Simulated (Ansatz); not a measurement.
Basis sets compared for the cluster Si5O5⁺. The state is a doublet with charge 1. Geometry PBE0-D4/def2-SVP. Ansatz on 4 threads of Arm Neoverse V2 on a shared host; times are rough, and most runs start from earlier orbitals.

Cartesian coordinates in Å:
```
Si -2.500 1.085 1.508
Si -0.812 -0.649 -0.450
Si 2.242 0.451 -0.863
Si 0.037 2.454 0.033
Si 1.566 -2.679 -0.365
O -1.394 2.193 0.770
O 0.421 0.657 -0.407
O -1.867 -0.293 0.755
O 2.300 -1.177 -0.807
O 0.008 -2.042 -0.174
```

The structure comes from a short search, and lower isomers may exist.

```csv
level,functions,energy (Eh),HOMO (eV),LUMO (eV),wall time
PBE-D4/def2-SVP,160,-1821.7895,-9.74,-8.06,4 s
PBE0-D4/def2-SVP,160,-1821.8920,-10.95,-7.10,6 s
```

Q: Estimate the rows for PBE-D4/def2-TZVP, PBE0-D4/def2-TZVP (with forces).

A: 
```
                          level  functions  energy (Eh)  HOMO (eV)  LUMO (eV)  wall time
               PBE-D4/def2-TZVP        340   -1822.7779      -9.76      -8.04        9 s
PBE0-D4/def2-TZVP (with forces)        340   -1822.8789     -10.95      -7.07       45 s
```
